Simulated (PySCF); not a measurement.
Name the molecule from its bond curve

A diatomic of charge 0 contains F. Its triplet curve at PBE0 in a triple-zeta basis (no relativity, PySCF), in eV from the separated fragments:

R (Å), E (eV) and a bar:
```
    1.586     -5.166 ###########################
    1.660     -5.782 ############
    1.733     -6.118 ####
    1.789     -6.236 #
    1.844     -6.267 
    1.899     -6.233 #
    1.973     -6.112 ####
    2.065     -5.882 #########
    2.176     -5.538 ##################
    2.323     -5.032 ##############################
```

The fit gives ωe = 666 cm⁻¹ and the rotational constant Bₑ = 0.3728 cm⁻¹.

Question: Which atom is the partner?

Answer: The minimum lies at 1.840 Å, so the reduced mass is 16.8576 u Å² cm⁻¹/(Bₑ·Re²) = 13.36 u. With F at 19.00 u the partner weighs about 45.0 u: Sc. The molecule is ScF.

The state is the lowest single determinant that the PBE0 search found; with open d or f shells the true ground state can be another one.
